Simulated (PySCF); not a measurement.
Isomers of C2H10N2Si2, mass 118.038 u with the commonest isotopes. Level of theory: CAM-B3LYP/def2-SVPD in PySCF (dipole) on a GFN2-xTB geometry, gas phase. One conformer each, none proved a minimum here; rigid rotors.

Question: Order these by rotational constant B, smallest first.
A. `[CH2:1]=[N:2][Si@:3]([CH3:4])([NH2:5])[SiH3:6]` with C1–N2–Si3–C4 125°, N2–Si3–N5–H -70° and 77°
B. `[CH2:1]=[N:2][Si@H:3]([NH2:4])[CH2:5][SiH3:6]` with C1–N2–Si3–N4 -130°, N2–Si3–N4–H -73° and 62°, N2–Si3–C5–Si6 -74°
C. `[CH2:1]=[N:2][SiH2:3][N:4]([CH3:5])[SiH3:6]` with C1–N2–Si3–N4 134°, N2–Si3–N4–C5 163°

Answer: B (1494 MHz), C (1557 MHz), A (1688 MHz).

Question: Order these by rotational constant A, largest first.
A. `[CH2:1]=[N:2][SiH2:3][N:4]([CH3:5])[SiH3:6]` with C1–N2–Si3–N4 134°, N2–Si3–N4–C5 163°
B. `[CH2:1]=[N:2][Si@:3]([CH3:4])([NH2:5])[SiH3:6]` with C1–N2–Si3–C4 125°, N2–Si3–N5–H -70° and 77°
C. `[CH2:1]=[N:2][Si@H:3]([NH2:4])[CH2:5][SiH3:6]` with C1–N2–Si3–N4 -130°, N2–Si3–N4–H -73° and 62°, N2–Si3–C5–Si6 -74°

Answer: A (3503 MHz), C (2828 MHz), B (2356 MHz).

Question: Order these by out-of-plane moment Σ m c² = (Ia + Ib − Ic)/2, smallest first.
A. `[CH2:1]=[N:2][Si@:3]([CH3:4])([NH2:5])[SiH3:6]` with C1–N2–Si3–C4 125°, N2–Si3–N5–H -70° and 77°
B. `[CH2:1]=[N:2][Si@H:3]([NH2:4])[CH2:5][SiH3:6]` with C1–N2–Si3–N4 -130°, N2–Si3–N4–H -73° and 62°, N2–Si3–C5–Si6 -74°
C. `[CH2:1]=[N:2][SiH2:3][N:4]([CH3:5])[SiH3:6]` with C1–N2–Si3–N4 134°, N2–Si3–N4–C5 163°

Answer: C (11.84 u·Å²), B (19.66 u·Å²), A (77.51 u·Å²).

| SMILES | point group | Ia (u·Å²) | Ib (u·Å²) | Ic (u·Å²) | κ | μa (D) | μb (D) | μc (D) |
| --- | --- | --- | --- | --- | --- | --- | --- | --- |
| C=N[Si@](C)(N)[SiH3] | C1 | 214.48 | 299.38 | 358.83 | -0.41 | 1.83 | 0.39 | 1.65 |
| C=N[Si@H](N)C[SiH3] | C1 | 178.72 | 338.23 | 477.62 | -0.51 | 0.97 | 0.66 | 0.09 |
| C=N[SiH2]N(C)[SiH3] | C1 | 144.26 | 324.51 | 445.10 | -0.64 | 0.72 | 0.23 | 1.05 |
